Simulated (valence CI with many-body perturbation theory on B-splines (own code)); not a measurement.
**E1 transitions of Nb⁹⁺**

Computed by relativistic CI+MBPT: four valence electrons over a frozen Dirac-Fock core [Ar] 3d10, a basis of 11 s, 11 p, 10 d, 8 f, 5 g, 2 h functions for each j, with the one-electron correlation potential Σ1 (screened to all orders), the two-electron term Σ2, the three-electron term Σ3, Breit, model QED; selected single and double excitations, second order for the rest, scaled by the run's own slope (own B-spline code, finite nucleus).

No measured spectrum was set against this ion. As an estimate, levels hold to about 250 cm⁻¹ or 0.2 % of their energy and the worst to 1 %, as in measured heavy ions of charge 2 to 7; those with d or f electrons hold less well. Among the levels kept, up to 740 cm⁻¹ of a level comes from second order outside the variational space, and about a tenth of that is noise between levels of different J, which matters for small intervals.

Lines 1 to 50 of 554 in falling wavelength, among levels below 876500 cm⁻¹, chosen from the strongest by gf and those to the six lowest levels. Wavelengths and rates use the calculated energies, so an error of 600 cm⁻¹ moves a line at 156.5 nm by 0.94 % and its rate by three times that or more. Electric multipoles are in the length gauge, E1 and E2 with the static RPA response of the core. Weak lines are less certain than strong ones. Lines between different terms over intervals too small for the method are left out, as are lines whose strength nearly cancels. Where a level lies close to another of its J and parity, the split of strength between their lines is uncertain. The highest levels of a list are the least certain.

Names give the largest LS component (configuration and term), which can be under half, so a name can repeat, a term be missing and a line seem to break the LS rules; names also repeat where a configuration has a term twice. Letters in brackets count levels of one name in rising energy.

```
λ vac (nm)               Upper               Lower   A (s⁻¹)  S (a.u.)
     156.5     4s2 4p 5d 1F°_3        4s2 4d2 1G_4  8.40e+07  1.11e+00
     128.4      4s2 4p 5p 3D_1     4s2 4p 5s 3P°_1  4.93e+08  1.55e+00
     126.6  4s2 4p 5p 3P_1 [b]     4s2 4p 5s 1P°_1  5.96e+08  1.79e+00
     120.2  4s2 4p 5p 3P_1 [b]     4s2 4p 5s 3P°_2  4.20e+08  1.08e+00
     114.8      4s2 4p 5p 3P_2     4s2 4p 5s 3P°_2  1.14e+09  4.28e+00
     112.8      4s2 4p 5p 3D_3     4s2 4p 5s 3P°_2  1.24e+09  6.17e+00
     111.6      4s2 4p 5p 3P_0     4s2 4p 5s 3P°_1  1.46e+09  9.97e-01
     111.4      4s2 4p 5p 3S_1     4s2 4p 5s 1P°_1  4.43e+08  9.07e-01
     110.0  4s2 4p 5p 3P_1 [a]     4s2 4p 5s 3P°_1  3.65e+08  7.20e-01
     108.8      4s2 4p 5p 3D_2     4s2 4p 5s 3P°_1  1.40e+09  4.44e+00
     108.0  4s2 4p 5p 3P_1 [a]     4s2 4p 5s 3P°_0  1.15e+09  2.15e+00
     106.5      4s2 4p 5p 3S_1     4s2 4p 5s 3P°_2  1.19e+09  2.13e+00
     104.9      4s2 4p 5p 1D_2     4s2 4p 5s 1P°_1  1.60e+09  4.55e+00
     103.9      4s2 4p 4f 3D_3     4s2 4p 5s 3P°_2  2.88e+08  1.12e+00
     100.5      4s2 4p 5p 1D_2     4s2 4p 5s 3P°_2  3.08e+08  7.71e-01
     89.00      4s2 4p 5p 1S_0     4s2 4p 5s 1P°_1  3.03e+09  1.05e+00
     84.82     4s2 4p 5d 3P°_2  4s 4p2 4d 1F_3 [b]  3.86e+08  5.82e-01
     84.73     4s2 4p 5d 1P°_1      4s2 4p 5p 1S_0  2.42e+09  2.18e+00
     80.28     4s2 4p 5d 3D°_3      4s2 4p 5p 1D_2  4.59e+08  8.21e-01
     79.87     4s2 4p 5d 3P°_1      4s2 4p 4f 3D_2  8.38e+08  6.32e-01
     77.91     4s2 4p 5d 3P°_2      4s2 4p 5p 1D_2  1.22e+09  1.42e+00
     77.09     4s2 4p 5d 3F°_2      4s2 4p 5p 3D_2  9.72e+08  1.10e+00
     77.09     4s2 4p 5d 3F°_4      4s2 4p 4f 3D_3  1.11e+09  2.26e+00
     76.24     4s2 4p 5d 1F°_3      4s2 4p 5p 1D_2  5.62e+09  8.61e+00
     75.98     4s2 4p 5d 3P°_2      4s2 4p 4f 3D_3  8.73e+08  9.45e-01
     75.56     4s2 4p 5d 3D°_2      4s2 4p 5p 3D_2  4.57e+08  4.86e-01
     75.00     4s2 4p 5d 3D°_2  4s2 4p 5p 3P_1 [a]  5.86e+09  6.10e+00
     74.90     4s2 4p 5d 3F°_3      4s2 4p 5p 3D_2  4.92e+09  7.13e+00
     74.67     4s2 4p 5d 3P°_2      4s2 4p 5p 3S_1  3.22e+09  3.31e+00
     74.54     4s2 4p 5d 3P°_1      4s2 4p 5p 3S_1  2.29e+09  1.40e+00
     74.19     4s2 4p 5d 1D°_2      4s2 4p 5p 3P_2  1.72e+09  1.73e+00
     74.14        4s 4p3 5S°_2        4s2 4p2 1D_2  2.82e+06  2.84e-03
     73.88     4s2 4p 5d 3F°_2      4s2 4p 4f 3G_3  1.03e+09  1.03e+00
     73.88    4p3 4d 3F°_3 [b]      4s2 4p 5p 3D_2  9.40e+08  1.31e+00
     73.84     4s2 4p 5d 3D°_3      4s2 4p 5p 3D_3  2.49e+09  3.47e+00
     73.74     4s2 4p 5d 3D°_1      4s2 4p 5p 3P_0  3.22e+09  1.91e+00
     73.50     4s2 4p 5d 3P°_0      4s2 4p 5p 3S_1  4.34e+09  8.51e-01
     73.02     4s2 4p 5d 3D°_1      4s2 4p 4f 3F_2  1.26e+09  7.26e-01
     73.00     4s2 4p 5d 3D°_3      4s2 4p 5p 3P_2  3.76e+09  5.05e+00
     72.94     4s2 4p 5d 3F°_3      4s2 4p 4f 3F_2  6.54e+08  8.77e-01
     72.82     4s2 4p 5d 3F°_4      4s2 4p 5p 3D_3  6.25e+09  1.07e+01
     72.48     4s2 4p 5d 3D°_2      4s2 4p 4f 3G_3  7.41e+08  6.96e-01
     72.11     4s2 4p 5d 1D°_2  4s2 4p 5p 3P_1 [b]  3.93e+09  3.63e+00
     71.12     4s2 4p 5d 3F°_2  4s 4p2 4d 3P_1 [c]  1.47e+09  1.31e+00
     71.10     4s2 4p 5d 1P°_1      4s2 4p 5p 3S_1  2.04e+09  1.09e+00
     71.04     4s2 4p 5d 3P°_2      4s2 4p 5p 3P_2  2.03e+09  1.80e+00
     70.97     4s2 4p 5d 3D°_3      4s2 4p 4f 3G_4  1.34e+09  1.66e+00
     70.94     4s2 4p 5d 3F°_4      4s2 4p 4f 3G_5  2.12e+09  3.36e+00
     70.92     4s2 4p 5d 3P°_1      4s2 4p 5p 3P_2  1.46e+09  7.73e-01
     70.75     4s2 4p 5d 3F°_3  4s2 4p 4f 1G_4 [a]  1.54e+09  1.89e+00
```
